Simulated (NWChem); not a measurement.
System: TlCl; SMILES [Tl][Cl]

Here is an NWChem input.

```
start job
memory heap 200 mb stack 700 mb global 900 mb
geometry units angstroms noautosym nocenter noautoz
  Tl     0.000000     0.000000    -0.413524
  Cl     0.000000     0.000000     2.105985
end
basis spherical
  Tl library def2-svp
  Cl library def2-svp
end
ecp
  Tl library def2-ecp
end
dft
  xc becke88 lyp
  iterations 150
end
task dft gradient
```

NWChem printed, in part:

```
             Northwest Computational Chemistry Package (NWChem) 7.3.0
             --------------------------------------------------------

                             Geometry "geometry" -> ""
                             -------------------------

 Output coordinates in angstroms (scale by  1.889725989 to convert to a.u.)

  No.       Tag          Charge          X              Y              Z
 ---- ---------------- ---------- -------------- -------------- --------------
    1 Tl                  81.0000     0.00000000     0.00000000    -0.41352400
    2 Cl                  17.0000     0.00000000     0.00000000     2.10598500

 Effective nuclear repulsion energy (a.u.)     289.2139190106

                                 NWChem DFT Module
                                 -----------------

 Summary of "ao basis" -> "ao basis" (spherical)
 ------------------------------------------------------------------------------
       Tag                 Description            Shells   Functions and Types
 ---------------- ------------------------------  ------  ---------------------
 Tl                         def2-svp                10       26   4s4p2d
 Cl                         def2-svp                 8       18   4s3p1d

            General Information
            -------------------
          SCF calculation type: DFT
          Wavefunction type:  closed shell.
          No. of atoms     :     2
          No. of electrons :    38
           Alpha electrons :    19
            Beta electrons :    19
          Charge           :     0
          Spin multiplicity:     1
          Use of symmetry is: off; symmetry adaption is: off
          Maximum number of iterations: 150
          AO basis - number of functions:    44
                     number of shells:    18
          Convergence on energy requested:  1.00D-06
          Convergence on density requested:  1.00D-05
          Convergence on gradient requested:  5.00D-04

              XC Information
              --------------
                    Becke 1988 Exchange Functional  1.000
              Lee-Yang-Parr Correlation Functional  1.000

             Grid Information
             ----------------
          Grid used for XC integration:  medium
          Radial quadrature: Mura-Knowles
          Angular quadrature: Lebedev.
          Tag              B.-S. Rad. Rad. Pts. Rad. Cut. Ang. Pts.
          ---              ---------- --------- --------- ---------
          Tl                  1.90      123           8.0       590
          Cl                  1.00       88          10.0       590
          Grid pruning is: on
          Number of quadrature shells:   211
          Spatial weights used:  Erf1

      Superposition of Atomic Density Guess
      -------------------------------------

 Sum of atomic energies:        -654.56054890

      Non-variational initial energy
      ------------------------------

 Total energy =    -630.763074
 1-e energy   =   -1086.065930
 2-e energy   =     380.321470
 HOMO         =      -0.325285
 LUMO         =       0.006796

   convergence    iter        energy       DeltaE   RMS-Dens  Diis-err
 ---------------- ----- ----------------- --------- --------- ---------
 d= 0,ls=0.0,diis     1   -632.5649557114 -7.08D+02  5.87D-02  3.30D-01
 d= 0,ls=0.0,diis     2   -631.1955635504  1.37D+00  4.32D-02  7.80D+00
 d= 0,ls=0.0,diis     3   -632.6231880871 -1.43D+00  2.38D-03  1.11D-02
 d= 0,ls=0.0,diis     4   -632.6245919947 -1.40D-03  8.95D-04  2.20D-03
 d= 0,ls=0.0,diis     5   -632.6248990851 -3.07D-04  2.29D-04  5.26D-05
  Resetting Diis
 d= 0,ls=0.0,diis     6   -632.6249067058 -7.62D-06  6.77D-05  4.33D-06
 d= 0,ls=0.0,diis     7   -632.6249073635 -6.58D-07  2.20D-05  6.40D-08
 d= 0,ls=0.0,diis     8   -632.6249072941  6.94D-08  1.36D-05  4.25D-07
 d= 0,ls=0.0,diis     9   -632.6249073811 -8.70D-08  1.50D-06  3.59D-09

         Total DFT energy =     -632.624907381125
      One electron energy =    -1087.516846870663
           Coulomb energy =      423.112862879281
    Exchange-Corr. energy =      -43.202309799910
 Nuclear repulsion energy =       74.981386410167

 Numeric. integr. density =       38.000000034001

                       DFT Final Molecular Orbital Analysis
                       ------------------------------------

 Vector   17  Occ=2.000000D+00  E=-2.244988D-01
              MO Center= -1.3D-08, -2.4D-08,  2.0D+00, r^2= 1.5D+00
   Bfn.  Coefficient  Atom+Function         Bfn.  Coefficient  Atom+Function
  ----- ------------  ---------------      ----- ------------  ---------------
    38      0.553460  2 Cl py                35      0.403636  2 Cl py
    37      0.289022  2 Cl px                32      0.237587  2 Cl py
    34      0.210782  2 Cl px                31      0.124070  2 Cl px
    15      0.101516  1 Tl py                12      0.098538  1 Tl py
    18     -0.074173  1 Tl d -1              14      0.053012  1 Tl px

 Vector   18  Occ=2.000000D+00  E=-2.244988D-01
              MO Center= -9.8D-09,  4.9D-09,  2.0D+00, r^2= 1.5D+00
   Bfn.  Coefficient  Atom+Function         Bfn.  Coefficient  Atom+Function
  ----- ------------  ---------------      ----- ------------  ---------------
    37      0.553460  2 Cl px                34      0.403636  2 Cl px
    38     -0.289022  2 Cl py                31      0.237587  2 Cl px
    35     -0.210782  2 Cl py                32     -0.124070  2 Cl py
    14      0.101516  1 Tl px                11      0.098538  1 Tl px
    20      0.074173  1 Tl d  1              15     -0.053012  1 Tl py

 Vector   19  Occ=2.000000D+00  E=-2.225169D-01
              MO Center=  3.4D-08,  2.3D-08,  1.1D+00, r^2= 3.8D+00
   Bfn.  Coefficient  Atom+Function         Bfn.  Coefficient  Atom+Function
  ----- ------------  ---------------      ----- ------------  ---------------
    39      0.544021  2 Cl pz                36      0.404143  2 Cl pz
     3      0.325738  1 Tl s                 13     -0.271479  1 Tl pz
    33      0.236824  2 Cl pz                 4      0.230415  1 Tl s
     1     -0.218050  1 Tl s                 19      0.148097  1 Tl d  0
    16     -0.092730  1 Tl pz                 7      0.089313  1 Tl pz

 Vector   20  Occ=0.000000D+00  E=-8.302038D-02
              MO Center= -1.7D-08,  8.9D-09, -3.4D-01, r^2= 4.6D+00
   Bfn.  Coefficient  Atom+Function         Bfn.  Coefficient  Atom+Function
  ----- ------------  ---------------      ----- ------------  ---------------
    11      0.499267  1 Tl px                14      0.491855  1 Tl px
    12     -0.284900  1 Tl py                15     -0.280670  1 Tl py
    37     -0.205707  2 Cl px                 8     -0.146748  1 Tl px
     5     -0.144446  1 Tl px                34     -0.123247  2 Cl px
    38      0.117384  2 Cl py                 9      0.083739  1 Tl py

 Vector   21  Occ=0.000000D+00  E=-8.302038D-02
              MO Center=  2.3D-09,  1.5D-09, -3.4D-01, r^2= 4.6D+00
   Bfn.  Coefficient  Atom+Function         Bfn.  Coefficient  Atom+Function
  ----- ------------  ---------------      ----- ------------  ---------------
    12      0.499267  1 Tl py                15      0.491855  1 Tl py
    11      0.284900  1 Tl px                14      0.280670  1 Tl px
    38     -0.205707  2 Cl py                 9     -0.146748  1 Tl py
     6     -0.144446  1 Tl py                35     -0.123247  2 Cl py
    37     -0.117384  2 Cl px                 8     -0.083739  1 Tl px

 Vector   22  Occ=0.000000D+00  E=-1.653314D-02
              MO Center= -3.7D-09, -1.3D-10, -5.5D-01, r^2= 6.1D+00
   Bfn.  Coefficient  Atom+Function         Bfn.  Coefficient  Atom+Function
  ----- ------------  ---------------      ----- ------------  ---------------
    16      0.861591  1 Tl pz                30     -0.391145  2 Cl s
    13      0.379846  1 Tl pz                39      0.370251  2 Cl pz
     3      0.356860  1 Tl s                 36      0.191118  2 Cl pz
    29     -0.154562  2 Cl s                  1     -0.153063  1 Tl s
    19      0.135603  1 Tl d  0              10     -0.123130  1 Tl pz

     Multipole analysis of the density
     ---------------------------------

     L   x y z        total         alpha         beta         nuclear
     -   - - -        -----         -----         ----         -------
     0   0 0 0     -0.000000    -19.000000    -19.000000     38.000000

     1   1 0 0     -0.000000     -0.000000     -0.000000      0.000000
     1   0 1 0      0.000000      0.000000      0.000000      0.000000
     1   0 0 1     -1.398548    -26.321824    -26.321824     51.245100

     2   2 0 0    -27.169855    -13.584928    -13.584928      0.000000
     2   1 1 0      0.000000      0.000000      0.000000      0.000000
     2   1 0 1      0.000000      0.000000      0.000000      0.000000
     2   0 2 0    -27.169855    -13.584928    -13.584928      0.000000
     2   0 1 1     -0.000000     -0.000000     -0.000000      0.000000
     2   0 0 2    -33.721505   -157.898120   -157.898120    282.074735

            General Information
            -------------------
          SCF calculation type: DFT
          Wavefunction type:  closed shell.
          No. of atoms     :     2
          No. of electrons :    38
           Alpha electrons :    19
            Beta electrons :    19
          Charge           :     0
          Spin multiplicity:     1
          Use of symmetry is: off; symmetry adaption is: off
          Maximum number of iterations: 150
          AO basis - number of functions:    44
                     number of shells:    18
          Convergence on energy requested:  1.00D-06
          Convergence on density requested:  1.00D-05
          Convergence on gradient requested:  5.00D-04

              XC Information
              --------------
                    Becke 1988 Exchange Functional  1.000
              Lee-Yang-Parr Correlation Functional  1.000

             Grid Information
             ----------------
          Grid used for XC integration:  medium
          Radial quadrature: Mura-Knowles
          Angular quadrature: Lebedev.
          Tag              B.-S. Rad. Rad. Pts. Rad. Cut. Ang. Pts.
          ---              ---------- --------- --------- ---------
          Tl                  1.90      123           8.0       590
          Cl                  1.00       88          10.0       590
          Grid pruning is: on
          Number of quadrature shells:   211
          Spatial weights used:  Erf1

          Convergence Information
          -----------------------
          Convergence aids based upon iterative change in
          total energy or number of iterations.
          Levelshifting, if invoked, occurs when the
          HOMO/LUMO gap drops below (HL_TOL):  1.00D-02
          DIIS, if invoked, will attempt to extrapolate
          using up to (NFOCK): 10 stored Fock matrices.

                    Damping( 0%)  Levelshifting(0.5)       DIIS
                  --------------- ------------------- ---------------
          dE  on:    start            ASAP                start
          dE off:    2 iters        150 iters           150 iters

                            NWChem DFT Gradient Module
                            --------------------------

  charge          =   0.00
  wavefunction    = closed shell

                         DFT ENERGY GRADIENTS

    atom               coordinates                        gradient
                 x          y          z           x          y          z
   1 Tl      0.000000   0.000000  -0.781447    0.000000  -0.000000   0.007390
   2 Cl      0.000000   0.000000   3.979735   -0.000000   0.000000  -0.007390
```

Level: BLYP/def2-SVP with def2 effective core potentials on Tl. The geometry was optimised at PBE0/def2-SVP. def2 effective core potentials on Tl; no spin-orbit coupling.
